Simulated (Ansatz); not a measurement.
System: ReO$_{3}$, net charge 1, singlet state. 
Coordinates optimised at B3LYP-D3(BJ)/def2-TZVP (Ansatz, a program for electronic structure):
```
Re
O 1 1.6845
O 1 1.6845 2 105.89
O 1 1.6845 2 105.89 3 -112.16
```
Charge +1, spin multiplicity 1.

Property: vertical triplet-singlet gap (E(triplet) - E(singlet); each state is the SCF solution reached for its spin; the molecule has degenerate orbitals, so one determinant may break the symmetry; the UHF <S^2> is 2.62 for the triplet (pure: 2.00); for the triplet T1 is 0.079; for the singlet the Hartree-Fock reference is unstable and T1 is 0.035), in kcal/mol. Cores are frozen in the correlated levels unless marked. UHF or UKS for open shells. Spin-orbit coupling is left out. The frozen core is the preceding noble-gas configuration, with the filled d and f shells of earlier blocks. Past Kr the def2 sets carry scalar-relativistic core potentials. Basis-set limits of correlation are two-point, X^-3; Hartree-Fock from the larger set. The program attaches cautions to a run behind HF/def2-SVPD: large difference. The program attaches cautions to a run behind SCS-MP2/def2-SVPD: large difference. The program attaches cautions to a run behind CCSD(T)/def2-SVPD: large difference.

```json
[
 {"level": "HF/def2-SVPD", "program": "Ansatz", "vertical triplet-singlet gap (kcal/mol)": "-10.5"},
 {"level": "HF/def2-TZVPPD", "program": "Ansatz", "vertical triplet-singlet gap (kcal/mol)": "-10.9"},
 {"level": "HF/def2-QZVPPD", "program": "Ansatz", "vertical triplet-singlet gap (kcal/mol)": "-10.9"},
 {"level": "SVWN5/def2-TZVPD", "program": "Ansatz", "vertical triplet-singlet gap (kcal/mol)": "49.1"},
 {"level": "r2SCAN/def2-TZVPD", "program": "Ansatz", "vertical triplet-singlet gap (kcal/mol)": "42.1"},
 {"level": "B3LYP/def2-TZVPD", "program": "Ansatz", "vertical triplet-singlet gap (kcal/mol)": "41.9"},
 {"level": "BHLYP/def2-TZVPD", "program": "Ansatz", "vertical triplet-singlet gap (kcal/mol)": "28.5"},
 {"level": "CAM-B3LYP/def2-TZVPD", "program": "Ansatz", "vertical triplet-singlet gap (kcal/mol)": "38.8"},
 {"level": "wB97X-V/def2-TZVPD", "program": "Ansatz", "vertical triplet-singlet gap (kcal/mol)": "40.8"},
 {"level": "B2PLYP/def2-TZVPD", "program": "Ansatz", "vertical triplet-singlet gap (kcal/mol)": "59.4"},
 {"level": "RI-MP2/def2-TZVPPD", "program": "Ansatz", "vertical triplet-singlet gap (kcal/mol)": "126.0"},
 {"level": "RI-MP2/CBS(def2-TZVPPD,def2-QZVPPD)", "program": "Ansatz", "vertical triplet-singlet gap (kcal/mol)": "127.6"},
 {"level": "SCS-MP2/def2-SVPD", "program": "Ansatz", "vertical triplet-singlet gap (kcal/mol)": "123.1"},
 {"level": "CCSD(T)/def2-SVPD", "program": "Ansatz", "vertical triplet-singlet gap (kcal/mol)": "53.2"}
]
```
